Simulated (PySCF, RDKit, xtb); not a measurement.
Noncovalent pair: HCl (SMILES Cl) (first 2 atoms) with C2H4 (SMILES C=C); geometry from B3LYP-D3(BJ)/def2-TZVP, rigid monomers moved along the line of their centres of mass till H2···C3 is 2.76 Å.
(charge 0, multiplicity 1):
```xyz
8

Cl    -0.4474     0.0166     0.2572
H     -0.3098     0.0320     1.5433
C      0.4119     0.5682     4.1498
C     -0.4468    -0.4381     4.2599
H      1.4757     0.3986     4.0352
H      0.0850     1.6007     4.1739
H     -1.5101    -0.2683     4.3785
H     -0.1194    -1.4705     4.2397
```

Counterpoise-corrected where a basis set is named; no monomer relaxation. Rows marked so take none. RDKit's UFF carries no charges.

Rows in 3-21G carry no dispersion term and start afresh at each structure.

Programs: PySCF for 3-21G rows; RDKit for the force fields; xtb for the GFN methods. 

**Question.** One of these levels gives -3.80 kcal/mol for the interaction energy. Which one is it?
A. GFN-FF
B. B3LYP/3-21G (no counterpoise)
C. UFF
D. HF/3-21G (no counterpoise)

**Answer.** B, B3LYP/3-21G (no counterpoise). The others give -0.16 (UFF), -1.97 (GFN-FF), -3.21 (HF/3-21G (no counterpoise))
